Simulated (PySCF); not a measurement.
**Nd(CH3)2 at several levels of theory**

Computed with PySCF 2.14.0 (density fitting, no spin-orbit coupling) at the geometry relaxed with PBE0:

```xyz
9
Nd(CH3)2 (singlet in the valence; each metal's 4f electrons, 4 of them, lie in its core potential, out of spins and levels)
Nd    0.0000    0.0000   -0.6801
C     2.0714    0.0000    0.8509
H     3.0642    0.0000    0.3577
H     2.0634    0.8815    1.5241
H     2.0634   -0.8815    1.5241
C    -2.0714    0.0000    0.8509
H    -3.0642    0.0000    0.3577
H    -2.0634   -0.8815    1.5241
H    -2.0634    0.8815    1.5241
```

| level | basis | state | HOMO (eV) | gap (eV) | charge on Nd1 (e) | population of f-type functions on Nd1 (polarisation alone where 4f lies in the core) | dipole about the centre of mass (D) | largest force component (eV/Å) |
| --- | --- | --- | --- | --- | --- | --- | --- | --- |
| PBE0 | Nd lcecp-0-SVP with ECP50, C def2-SVP, H def2-SVP | singlet | – | – | 0.81 | 0.01 | 6.32 | 0.01 |
| CAM-B3LYP | the same | singlet | – | – | 0.81 | 0.01 | 6.67 | 0.10 |
| PBE0 | Nd lcecp-0-TZVP with ECP50, C def2-TZVP, H def2-TZVP | singlet | – | – | 1.20 | 0.02 | 6.69 | 0.25 |

In the lcecp rows the 4f levels are missing from HOMO and gap, and the state counts the valence alone.

Charges are Mulliken's, which hang on the basis. The relaxation used the grid (50, 194), these runs (75, 302) or, all-electron (x2c bases, spin-free X2C Hamiltonian), (99, 590).

**Question.** What does revPBE with Nd lcecp-0-SVP with ECP50, C def2-SVP, H def2-SVP give here?

**Answer.** state singlet, charge on Nd1 (e) 0.69, population of f-type functions on Nd1 (polarisation alone where 4f lies in the core) 0.01, dipole about the centre of mass (D) 5.65, largest force component (eV/Å) 0.24. Time: 4.5 s on 2 threads of Arm Neoverse V2 (shared host), from an already converged density.

A frequency check found unstable modes (2, the lowest at -37 cm⁻¹), so the relaxed geometry is a saddle point, or these are noise. An lcecp potential fixes the number of 4f electrons, so in runs with it no electron can move into or out of that shell; real Nd(II) is rare or takes another configuration.
